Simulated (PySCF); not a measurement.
Isomers of C5H9NO. Method used: TDDFT CAM-B3LYP/def2-SVPD, vertical, gas phase, core orbitals frozen in the response in PySCF. Geometries: PBE0-D3(BJ)/def2-SVP; one conformer of each isolated species. Triplets are in the Tamm–Dancoff approximation.

A. `CC(C)(C)N=C=O`
B. `CC/C=C/C(N)=O`
C. `CC(C)=CC(N)=O`
D. `[H]/N=C/OCC(=C)C`

Lowest singlet levels (six at most, fewer where fewer were computed) with oscillator strengths:

1. 192 nm (f 0.001); 173 nm (f 0.074); 171 nm (f 0.418); 163 nm (f 0.036); 163 nm (f 0.025); 159 nm (f 0.152); T1 4.30 eV
2. 250 nm (f 0.000); 200 nm (f 0.297); 188 nm (f 0.319); 172 nm (f 0.007); 168 nm (f 0.023); 167 nm (f 0.055); T1 3.88 eV
3. 192 nm (f 0.001); 174 nm (f 0.025); 163 nm (f 0.004); 157 nm (f 0.002); 155 nm (f 0.001); 145 nm (f 0.027)
4. 252 nm (f 0.000); 204 nm (f 0.468); 189 nm (f 0.082); 181 nm (f 0.000); 173 nm (f 0.013); 172 nm (f 0.045)

Question: Which spectrum belongs to which structure?

Answer: 1 = D, 2 = B, 3 = A, 4 = C.
- A: S1 at 6.45 eV, HOMO→LUMO (46%), HOMO→LUMO+1 (28%), HOMO→LUMO+4 (14%); Löwdin shares by element: HOMO nitrogen 38%, oxygen 27%, carbon 20% or more; LUMO carbon 52% or more (atoms not listed hold the other 48%); HOMO -9.39 and LUMO 0.86 eV; point group Cs.
- B: S1 at 4.96 eV, HOMO→LUMO (87%); Löwdin shares by element: HOMO oxygen 67%, carbon 20% or more, nitrogen 6%; LUMO carbon 62% or more, oxygen 10% (atoms not listed hold the other 28%); HOMO -8.88 and LUMO 0.20 eV.
- C: S1 at 4.92 eV, HOMO-1→LUMO (88%); Löwdin shares by element: HOMO carbon 66% or more, oxygen 7% (atoms not listed hold the other 26%); LUMO carbon 61% or more, oxygen 11% (atoms not listed hold the other 28%); HOMO -8.56 and LUMO 0.34 eV.
- D: S1 at 6.47 eV, HOMO-2→LUMO+2 (84%), HOMO→LUMO+2 (11%); Löwdin shares by element: HOMO carbon 80% or more (atoms not listed hold the other 20%); LUMO carbon 61% or more (atoms not listed hold the other 39%); HOMO -8.71 and LUMO 1.25 eV.
B and C have S1 within 0.04 eV of each other; their strongest listed levels stand at 6.58 eV (f 0.319) and 6.07 eV (f 0.468).
A and D have S1 within 0.02 eV of each other; their strongest listed levels stand at 8.56 eV (f 0.027) and 7.25 eV (f 0.418).
